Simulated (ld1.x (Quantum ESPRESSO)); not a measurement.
**What the settings do to the TM potential of iodine**

Base potential:

I, norm-conserving Troullier–Martins (Kleinman–Bylander form), made with ld1.x (Quantum ESPRESSO) 7.5 (LDA (PZ), scalar-relativistic). Core [Kr] 4d10, reference 5s2 5p5. Waves: 5s (bound): rc 1.85 bohr; 5p (bound): rc 1.85 bohr; 5d channel at 0.5 Ry: rc 1.45 bohr. Local part: all-electron potential smoothed inside 1.30 bohr (lloc = -1). Core correction: Bessel-smoothed model core, default radius (core density twice the valence density).

All-electron outer shells of the reference configuration (LDA (PZ), scalar-relativistic, ld1.x):

```json
{"shell": "4p", "level (eV)": "-127.33", "outermost node (bohr)": "0.37", "outermost maximum (bohr)": "0.72"}
{"shell": "4d", "level (eV)": "-50.33", "outermost node (bohr)": "0.35", "outermost maximum (bohr)": "0.78"}
{"shell": "5s", "level (eV)": "-17.65", "outermost node (bohr)": "0.88", "outermost maximum (bohr)": "1.70"}
{"shell": "5p", "level (eV)": "-7.25", "outermost node (bohr)": "0.96", "outermost maximum (bohr)": "2.02"}
```

Cutoffs, loose and tight: the cutoffs (Ry, on a coarse ladder) from which the occupation-weighted sum of valence levels, in a spherical-Bessel basis at the reference potential, stays within 10 and 1 mRy of its value at 400 Ry. They do not see the model core or the augmentation charge, which bear on the density cutoff. Test errors are all-electron minus pseudo excitation energies from the reference, over the configurations 5s2 5p4; 5s2 5p3; 5s2 5p2; 5s1 5p6; 5s2 5p5.3; 5s1 5p5; 5s2 5p4.5 (two spin-polarised tests are not counted in the largest error). A dash means not determined; rows that change the core or the reference have their own tests. The largest error is taken over the tests solved by every variant that gives reliable tests at all: 5s1 5p5; 5s1 5p6; 5s2 5p4; 5s2 5p4.5; 5s2 5p5.3.

A true bound ghost makes a file unfit for plane-wave use even where its test errors are small: the radial tests pick states by their node count and pass the ghost by. Where a test does run into it, the solver fails or the error is huge.

```csv
change,outcome,"cutoff, loose","cutoff, tight",bound ghosts,largest test error (meV)
base,generated,30 Ry,60 Ry,"s, d, p",-57
wave 5d channel at 0.5 Ry: rc 1.45 bohr becomes 5d channel at -0.14 Ry: rc 1.45 bohr,generated,30 Ry,60 Ry,"s, d, p",-57
wave 5d channel at 0.5 Ry: rc 1.45 bohr becomes 5d channel at -0.07 Ry: rc 1.45 bohr,generated,30 Ry,60 Ry,"s, d, p",-57
wave 5d channel at 0.5 Ry: rc 1.45 bohr becomes 5d channel at 0.18 Ry: rc 1.45 bohr,generated,30 Ry,60 Ry,"s, d, p",-57
wave 5d channel at 0.5 Ry: rc 1.45 bohr becomes 5d channel at 0.46 Ry: rc 1.45 bohr,generated,30 Ry,60 Ry,"s, d, p",-57
wave 5d channel at 0.5 Ry: rc 1.45 bohr becomes 5d channel at 1.26 Ry: rc 1.45 bohr,generated,30 Ry,60 Ry,"d, s, p",-57
wave 5d channel at 0.5 Ry: rc 1.45 bohr becomes 5d channel at 3.39 Ry: rc 1.45 bohr,generated,30 Ry,60 Ry,"d, s, p",-57
```

Problem. What comes out with this change to the base: wave 5d channel at 0.5 Ry: rc 1.45 bohr becomes 5d channel at 5.61 Ry: rc 1.45 bohr?

Solution. outcome: generated; cutoff, loose: 30 Ry; cutoff, tight: 60 Ry; bound ghosts: s, p; largest test error (meV): -57.
